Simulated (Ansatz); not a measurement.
`[GaH2][CH2][GeH3]` + H–F → `F[CH2][GeH3]` + `[GaH3]`  (substitution at a C–Ga bond)

Gas-phase electronic energies from Ansatz, PBE0-D4/def2-TZVP geometries. CBS: MP2 limit from def2 TZ/QZ plus the TZ coupled-cluster correction, frozen cores. This one scheme is used for every species. Functionals use def2-TZVPP. B3LYP here is the variant with VWN-RPA as its local correlation; programs differ in this. For Ga, Ge outer-core shells are correlated without core-valence functions, which leaves a few kJ/mol of doubt a bond. Scalar relativity is left out up to krypton.

```tsv
level	ΔE (kJ/mol)	difference from CCSD(T)/CBS
LDA (SPW92)	104.4	-20.8
PBE-D4	103.9	-21.3
B97M-V	92.6	-32.6
B3LYP-D4	99.2	-26.0
r2SCANh-D4	106.6	-18.6
PBE	98.3	-26.9
BLYP	83.7	-41.5
PBE0	104.5	-20.7
B3LYP	90.0	-35.2
CAM-B3LYP	89.7	-35.5
RPA@PBE/def2-TZVPP	107.4	-17.8
CCSD/def2-SVP	94.1	-31.1
HF/def2-TZVPP	85.2	-40.0
SCS-MP2/def2-TZVPP	118.9	-6.3
CCSD/def2-TZVPP	114.8	-10.4
MP2/def2-QZVPP	137.4	12.2
CCSD(T)/CBS	125.2	0
```

Largest T1 diagnostic among the species: 0.013.

At CCSD(T), def2-SVP lies −29.3 kJ/mol from the extrapolated value and def2-TZVPP −7.0 kJ/mol. Leaving LDA and LC-ωPBE aside and taking each functional with its dispersion term where it has one, the values, not all of them listed here, spread over 26.3 kJ/mol, from B97M-V to PBE-QIDH. LDA lies +6.1 kJ/mol from PBE without D4.
